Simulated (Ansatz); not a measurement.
Frontier orbitals of BrHOZn, SMILES `[OH][Zn][Br]`.

Cartesian coordinates in Å:
```
O 1.247 -0.447 -0.246
Zn -0.373 0.027 0.284
Br -2.381 0.548 1.075
H 1.507 -0.129 -1.113
```

The species carries charge 0 and has multiplicity 1. Correlated methods include outer-core shells of Br, Zn, which these sets cover unevenly. Scalar relativity is left out up to krypton. Geometry: relaxed with PBE0-D4/def2-TZVP. It is one conformer, not always the lowest. Basis def2-TZVPP, Ansatz.

| functional | HOMO (eV) | LUMO (eV) | gap (eV) |
| --- | --- | --- | --- |
| LDA (SPW92) | -7.15 | -2.58 | 4.57 |
| PBE | -6.93 | -2.31 | 4.62 |
| BLYP | -6.81 | -2.31 | 4.50 |
| PBE0 | -8.39 | -1.42 | 6.97 |
| r2SCANh | -7.82 | -1.69 | 6.13 |
| HSE06 (plane-wave form) | -7.99 | -1.78 | 6.21 |
| BHLYP | -9.60 | -0.68 | 8.92 |
| CAM-B3LYP | -9.76 | -0.56 | 9.20 |
| ωB97X-V | -10.78 | 0.55 | 11.33 |
| ωB97M-V | -10.66 | 0.27 | 10.93 |
| HF | -11.40 | 1.36 | 12.76 |

Against PBE, PBE0 changes HOMO and LUMO by −1.46 and +0.90 eV, ωB97M-V by −3.74 and +2.59 eV. A gap of 4.61 eV thus becomes 10.94 eV for the same molecule, so an orbital gap means little without its functional. A positive LUMO is unbound and depends on the basis.
